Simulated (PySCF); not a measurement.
PySCF input file for SbI₂, SMILES [I][Sb+][I] (connectivity only; charge and spin as stated), charge +1, multiplicity 1, TDDFT-B3LYP/def2-SVPD. Geometry optimised at PBE0-D3(BJ)/def2-SVP. The spin state was assumed, not searched. The isomer is the one that the SMILES or the coordinates give; other isomers of the formula were not compared. The def2 effective core potentials stand for the cores of I, Sb; spin–orbit coupling is left out.

```python
import numpy as np
from pyscf import gto, scf, dft, tdscf

mol = gto.M(
    atom='''
    Sb    0.00000000   -0.00000000    1.10572055
    I     0.00000000   -2.05968486   -0.53199762
    I     0.00000000    2.05968487   -0.53199762
    ''',
    basis='def2-SVPD',
    ecp={'I': 'def2-svp', 'Sb': 'def2-svp'},
    charge=1,
    spin=0,
    symmetry=True,
    max_memory=1600,
    verbose=4,
)
mf = dft.RKS(mol, xc='b3lyp').density_fit(auxbasis='def2-universal-jkfit')
mf.grids.level = 3
mf.conv_tol = 1e-9
mf.max_cycle = 100
mf.kernel()
mf.grids = dft.Grids(mol).set(level=1).build(with_non0tab=True)  # coarser grid for the response kernel
td = tdscf.TDDFT(mf)
td.singlet = True
td.nstates = 10
td.conv_tol = 1e-4
td.kernel(x0=td.get_init_guess(mf, 15))
td.analyze()
tt = tdscf.TDA(mf)
tt.singlet = False
tt.nstates = 4
tt.conv_tol = 1e-4
tt.kernel(x0=tt.get_init_guess(mf, 9))
tt.analyze(verbose=3)
```

It prints:

```
PySCF version 2.14.0

[INPUT] verbose = 4
[INPUT] num. atoms = 3
[INPUT] num. electrons = 72
[INPUT] charge = 1
[INPUT] spin (= nelec alpha-beta = 2S) = 0
[INPUT] symmetry True subgroup None
[INPUT] Mole.unit = angstrom
[INPUT] Symbol           X                Y                Z      unit          X                Y                Z       unit  Magmom
[INPUT]  1 Sb     0.000000000000   0.000000000000   1.105720550000 AA    0.000000000000   0.000000000000   2.089509009803 Bohr   0.0
[INPUT]  2 I      0.000000000000  -2.059684860000  -0.531997620000 AA    0.000000000000  -3.892240288313  -1.005329800720 Bohr   0.0
[INPUT]  3 I      0.000000000000   2.059684870000  -0.531997620000 AA    0.000000000000   3.892240307210  -1.005329800720 Bohr   0.0

nuclear repulsion = 311.551503789001
point group symmetry = C2v
symmetry origin: [0.00000000e+00 6.37933016e-09 3.97203590e-09]
symmetry axis x: [-1. -0. -0.]
symmetry axis y: [ 0.00000000e+00  1.00000000e+00 -7.89070584e-10]
symmetry axis z: [0.00000000e+00 7.89070584e-10 1.00000000e+00]
num. orbitals of irrep A1 = 39
num. orbitals of irrep A2 = 14
num. orbitals of irrep B1 = 18
num. orbitals of irrep B2 = 31
number of shells = 38
number of NR pGTOs = 207
number of NR cGTOs = 102
basis = def2-SVPD
ecp = {'I': 'def2-svp', 'Sb': 'def2-svp'}


******** <class 'pyscf.df.df_jk.DFSymAdaptedRKS'> ********
method = DFSymAdaptedRKS
initial guess = minao
damping factor = 0
level_shift factor = 0
DIIS = <class 'pyscf.scf.diis.CDIIS'>
diis_start_cycle = 1
diis_space = 8
diis_damp = 0
SCF conv_tol = 1e-09
SCF conv_tol_grad = None
SCF max_cycles = 100
direct_scf = False
XC library pyscf.dft.libxc version 7.1.2
    S. Lehtola, C. Steigemann, M. J. T. Oliveira, and M. A. L. Marques,  SoftwareX 7, 1–5 (2018)
XC functionals = b3lyp
    P. J. Stephens, F. J. Devlin, C. F. Chabalowski, and M. J. Frisch,  J. Phys. Chem. 98, 11623 (1994)
radial grids:
    Treutler-Ahlrichs [JCP 102, 346 (1995); DOI:10.1063/1.469408] (M4) radial grids

becke partition: Becke, JCP 88, 2547 (1988); DOI:10.1063/1.454033
pruning grids: <function nwchem_prune>
grids dens level: 3
symmetrized grids: True
atomic radii adjust function: <function treutler_atomic_radii_adjust>
small_rho_cutoff = 0
Freeze 0 electrons in irreps []
    72 free electrons in irreps A1 A2 B1 B2
Set gradient conv threshold to 3.16228e-05
Initial guess from minao.
tot grids = 65880
******** <class 'pyscf.df.df.DF'> ********
auxbasis = def2-universal-jkfit
init E= -746.693848087691
HOMO (A1) = -1.72929760969624  LUMO (B1) = -1.5395108781171  gap/eV = 5.16436
cycle= 1 E= -832.610857063733  delta_E= -85.9  |g|= 4.41  |ddm|= 17.5
HOMO (B1) = -0.160401080078858  LUMO (B2) = -0.148640331146958  gap/eV = 0.32003
cycle= 2 E= -831.566031615704  delta_E= 1.04  |g|= 3.75  |ddm|= 14.3
HOMO (A1) = -0.448544079281892  LUMO (B1) = -0.272921488438907  gap/eV = 4.77893
cycle= 3 E= -834.692687282383  delta_E= -3.13  |g|= 1.43  |ddm|= 6.52
HOMO (B2) = -0.447281393854523  LUMO (B1) = -0.416084118591581  gap/eV = 0.84892
cycle= 4 E= -835.313696930123  delta_E= -0.621  |g|= 0.992  |ddm|= 3.99
HOMO (B2) = -0.441493709576252  LUMO (B1) = -0.338469285958424  gap/eV = 2.80344
cycle= 5 E= -835.688768260754  delta_E= -0.375  |g|= 0.209  |ddm|= 1.68
HOMO (B2) = -0.457011937751806  LUMO (B1) = -0.360705559920786  gap/eV = 2.62063
cycle= 6 E= -835.702995056892  delta_E= -0.0142  |g|= 0.096  |ddm|= 0.452
HOMO (B2) = -0.456343757192608  LUMO (B1) = -0.356221654914898  gap/eV = 2.72446
cycle= 7 E= -835.706484933605  delta_E= -0.00349  |g|= 0.0139  |ddm|= 0.136
HOMO (B2) = -0.456381918754066  LUMO (B1) = -0.355091652764741  gap/eV = 2.75625
cycle= 8 E= -835.706572028257  delta_E= -8.71e-05  |g|= 0.00104  |ddm|= 0.0218
HOMO (B2) = -0.456364180961169  LUMO (B1) = -0.354963905071148  gap/eV = 2.75924
cycle= 9 E= -835.706572407859  delta_E= -3.8e-07  |g|= 0.000426  |ddm|= 0.00292
HOMO (B2) = -0.456335271809516  LUMO (B1) = -0.354995203021437  gap/eV = 2.75760
cycle= 10 E= -835.706572482427  delta_E= -7.46e-08  |g|= 0.000103  |ddm|= 0.000821
HOMO (B2) = -0.456336853842792  LUMO (B1) = -0.355004252547625  gap/eV = 2.75740
cycle= 11 E= -835.70657248723  delta_E= -4.8e-09  |g|= 1.38e-05  |ddm|= 0.000175
HOMO (B2) = -0.456337735714237  LUMO (B1) = -0.35500513348249  gap/eV = 2.75740
cycle= 12 E= -835.706572487283  delta_E= -5.34e-11  |g|= 5.29e-06  |ddm|= 3.22e-05
HOMO (B2) = -0.456336849748192  LUMO (B1) = -0.355006084476004  gap/eV = 2.75735
Extra cycle  E= -835.70657248722  delta_E= 6.34e-11  |g|= 1.33e-05  |ddm|= 2.97e-05
converged SCF energy = -835.70657248722
tot grids = 24080


******** <class 'pyscf.tdscf.rks.TDDFT'> for <class 'pyscf.df.df_jk.DFSymAdaptedRKS'> ********
nstates = 10 singlet
deg_eia_thresh = 1.000e-03
wfnsym = None
conv_tol = 0.0001
eigh lindep = 1e-12
eigh level_shift = 0
eigh max_cycle = 100


Excitation energies (eV)
[1.8037529  2.03459265 2.73260165 3.55713048 3.69803123 4.18414478
 4.29630903 4.33037761 4.39595317 4.50067179]

** Singlet excitation energies and oscillator strengths **
Excited State   1:   A2      1.80375 eV    687.37 nm  f=0.0000
      36 -> 37       -0.70717
Excited State   2:   B1      2.03459 eV    609.38 nm  f=0.0003
      35 -> 37       -0.70719
Excited State   3:   B2      2.73260 eV    453.72 nm  f=0.0562
      34 -> 37       -0.67996
      35 -> 39       -0.12922
      36 -> 38       -0.15532
Excited State   4:   B1      3.55713 eV    348.55 nm  f=0.0020
      32 -> 37        0.70609
Excited State   5:   A1      3.69803 eV    335.27 nm  f=0.0135
      32 -> 38        0.14376
      33 -> 37       -0.67073
      35 -> 38       -0.14366
Excited State   6:   B2      4.18414 eV    296.32 nm  f=0.0227
      35 -> 39        0.29722
      36 -> 38       -0.63428
Excited State   7:   A2      4.29631 eV    288.58 nm  f=0.0000
      31 -> 37       -0.14707
      34 -> 38        0.68989
Excited State   8:   A1      4.33038 eV    286.31 nm  f=0.0193
      32 -> 38       -0.12193
      33 -> 37        0.12690
      35 -> 38       -0.66975
      36 -> 39        0.13704
Excited State   9:   A2      4.39595 eV    282.04 nm  f=0.0000
      31 -> 37        0.68884
      34 -> 38        0.14989
Excited State  10:   A1      4.50067 eV    275.48 nm  f=0.0010
      35 -> 38        0.15348
      36 -> 39        0.68807

** Transition electric dipole moments (AU) **
state          X           Y           Z        Dip. S.      Osc.
  1         0.0000      0.0000      0.0000      0.0000      0.0000
  2         0.0717     -0.0000     -0.0000      0.0051      0.0003
  3        -0.0000     -0.9164      0.0000      0.8397      0.0562
  4         0.1519     -0.0000      0.0000      0.0231      0.0020
  5        -0.0000      0.0000     -0.3855      0.1486      0.0135
  6        -0.0000      0.4709     -0.0000      0.2218      0.0227
  7         0.0000      0.0000     -0.0000      0.0000      0.0000
  8         0.0000      0.0000      0.4265      0.1819      0.0193
  9        -0.0000     -0.0000      0.0000      0.0000      0.0000
 10         0.0000      0.0000      0.0933      0.0087      0.0010

WARN: ECP detected. Skipping calculation of transition velocity and magnetic dipole moments, which have not yet been implemented.



******** <class 'pyscf.tdscf.rks.TDA'> for <class 'pyscf.df.df_jk.DFSymAdaptedRKS'> ********
nstates = 4 triplet
deg_eia_thresh = 1.000e-03
wfnsym = None
conv_tol = 0.0001
eigh lindep = 1e-12
eigh level_shift = 0
eigh max_cycle = 100


Excitation energies (eV)
[1.61378735 1.6880122  1.76051969 2.423541  ]

** Triplet excitation energies and oscillator strengths **
Excited State   1:   A2      1.61379 eV    768.28 nm  f=0.0000
Excited State   2:   B1      1.68801 eV    734.50 nm  f=0.0000
Excited State   3:   B2      1.76052 eV    704.25 nm  f=0.0000
Excited State   4:   A1      2.42354 eV    511.58 nm  f=0.0000
```

Self-consistency was reached.
